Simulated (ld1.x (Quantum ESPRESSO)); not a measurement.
# Configuration tests for manganese (Mn) (PAW)

ld1.x (Quantum ESPRESSO) 7.5 input, shortened:

```
&input
   title='Mn', zed=25., rel=2, dft='PBESOL', iswitch=3,
   config='[Ar] 3d5 4s2 4p0', rel_dist='average'
 /
 &inputp
   pseudotype=3, lpaw=.true., tm=.true., lloc=-2, rcloc=1.15,
   nlcc=.true., new_core_ps=.true., rcore=1.10,
   which_augfun='PSQ', rmatch_augfun=1.15
 /
6
3S  1  0   2.00   0.00  1.15  1.40  0.0
4S  2  0   2.00   0.00  1.15  1.40  0.0
3P  2  1   6.00   0.00  1.25  1.45  0.0
4P  3  1   0.00   0.00  1.25  1.45  0.0
3D  3  2   5.00   0.00  1.55  2.00  0.0
3D  3  2   0.00   0.90  1.55  2.00  0.0
 &test
   configts(1)='3s2 3p6 3d5 4s2 4p0'
 /
```

Open shells are filled in proportion to 2j + 1 (rel_dist='average').

Energies are relative to the spin-unpolarised reference configuration 3s2 3p6 3d5 4s2 4p0; without spin polarisation the order of configurations can differ from experiment.

```json
{"valence configuration": "3s2 3p6 3d5 4s1 4p0", "charge": "+1", "ΔE all-electron (eV)": "8.432", "error AE − PS (meV)": "-0.3"}
{"valence configuration": "3s2 3p6 3d5 4s0 4p0", "charge": "+2", "ΔE all-electron (eV)": "23.944", "error AE − PS (meV)": "-1.6"}
{"valence configuration": "3s2 3p6 3d4 4s0 4p0", "charge": "+3", "ΔE all-electron (eV)": "56.423", "error AE − PS (meV)": "-6.0"}
{"valence configuration": "3s2 3p6 3d5 4s1.5 4p0", "charge": "+0.5", "ΔE all-electron (eV)": "3.371", "error AE − PS (meV)": "-0.1"}
{"valence configuration": "3s2 3p6 3d4 4s2 4p0", "charge": "+1", "ΔE all-electron (eV)": "13.213", "error AE − PS (meV)": "-12"}
{"valence configuration": "3s2 3p5 3d5 4s2 4p0", "charge": "+1", "ΔE all-electron (eV)": "61.880", "error AE − PS (meV)": "-30"}
```

(1) What are ΔE and the potential's error for 3s2 3p6 3d5 4s1 4p1?

Levels in the configuration 3s2 3p6 3d5 4s1 4p1:

```tsv
level	all-electron (eV)	pseudo (eV)
3s j=1/2	-87.247	-87.242
3p j=1/2	-56.946	-56.942
3p j=3/2	-55.674	-55.671
3d j=3/2	-8.420	-8.417
3d j=5/2	-8.300	-8.298
4s j=1/2	-6.104	-6.104
4p j=1/2	-2.149	-2.150
4p j=3/2	-2.102	-2.102
```

The ghost test of this file was not conclusive.

Results:

(1) ΔE = 3.884 eV all-electron; the error (AE − PS) is 0.0 meV.
